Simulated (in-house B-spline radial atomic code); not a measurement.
Values are calculated unless marked as measured or tabulated.
# Building a PAW d channel for Sn, r_c = 0.888 bohr

Sn, [Kr] 4d10 5s2 5p2, non-relativistic LDA (VWN5), spherical and spin-unpolarised, from an all-electron radial atomic-structure program (B-spline basis) (atomic units; all potentials screened as in the neutral atom).

Two all-electron partial waves φ1, φ2 are integrated outwards at E1 = ε(4d) = -1.004953 and E2 = E1 + 0.5 hartree; φ1 is the bound orbital and φ2 has unit norm inside r_c = 0.8882 bohr. Smooth partners are polynomials, r^3(a0 + a1 r² + a2 r⁴ + a3 r⁶), matched to φ and three derivatives at r_c, with no condition on the norm. The local potential is -46.8196 + (130.974) r² + (-159.841) r⁴ + (73.7726) r⁶ inside 0.7272 bohr and the all-electron one outside.

```
wave    φ(r_c)      φ'(r_c)        a0         a1        a2         a3
   1  1.038167  -0.03127002  7.303966  -13.76092  10.42351  -2.960549
   2  1.658479   -0.6269564  12.77267  -24.74103  18.90658  -5.406242
```

Inside r_c the overlaps are <φi φj> = [[0.35903, 0.59903], [0.59903, 1.00000]] and, for the smooth waves, [[0.33708, 0.56204], [0.56204, 0.93760]]. With χj = (Ej − T − V_local) applied to smooth wave j, the program's quadrature gives the matrix B_ij = <smooth i, χj> as [[0.89682, 1.51909], [1.53758, 2.60568]].

**Question.** Check the match of the first wave, and find the augmentation charges q_ij.

**Answer.** At r_c the four terms are 5.11789, -7.60679, 4.54558, -1.01852, which sum to 1.0382, φ1(r_c) to rounding. q_ij is the all-electron overlap less the smooth one: [[0.02195, 0.03699], [0.03699, 0.06240]]. The smooth first wave has a norm of 0.3371 inside r_c against 0.3590, and q11 > 0 puts back the missing charge.

**Question.** B isn't symmetric. Show that D_ij = B_ij + Ej q_ij is.

**Answer.** Integrating by parts gives B12 − B21 = (E1 − E2) q12: 1.51909 − (1.53758) = -0.01849, and −0.5 × (0.03699) = -0.01849. So D12 = 1.51909 + (-0.504953)(0.03699) = 1.50041 and D21 = 1.53758 + (-1.004953)(0.03699) = 1.50041; D11 = 0.87477, D22 = 2.57417. The projectors, p = (B⁻¹)ᵀ χ, are dual to the smooth waves; det B = 0.0011, small beside B11 B22, as the two smooth waves look alike inside r_c.

Solving (T + V_local + Σ p D p) ψ = E (1 + Σ p q p) ψ in a sphere of 9 bohr gives these levels:

| all-electron | one projector | two projectors |
| --- | --- | --- |
| -1.004950 | -1.004950 | -1.004950 |
| 0.075512 | 0.075421 | 0.075512 |
| 0.315424 | 0.315067 | 0.315424 |
| 0.713432 | 0.712433 | 0.713428 |
| 1.259060 | 1.256680 | 1.259040 |

**Question.** What does the second projector gain?

**Answer.** With one projector the errors are 0.00, -0.09, -0.36, -1.00, -2.38 millihartree. With two the errors are 0.00, 0.00, 0.00, 0.00, -0.02 millihartree. The scattering is exact at E1 and at E2 = -0.505, and over all levels compared the largest error is 0.02 millihartree. The lowest eigenvalue of the overlap operator is 1 with one and 1 with two projectors. The smooth orbital alone needs a cutoff of 57.5 hartree for 1 millihartree of kinetic energy, against 72.5 for a norm-conserving Troullier-Martins orbital of the same radius; part of the gain comes from giving up the norm, part from the simpler form.
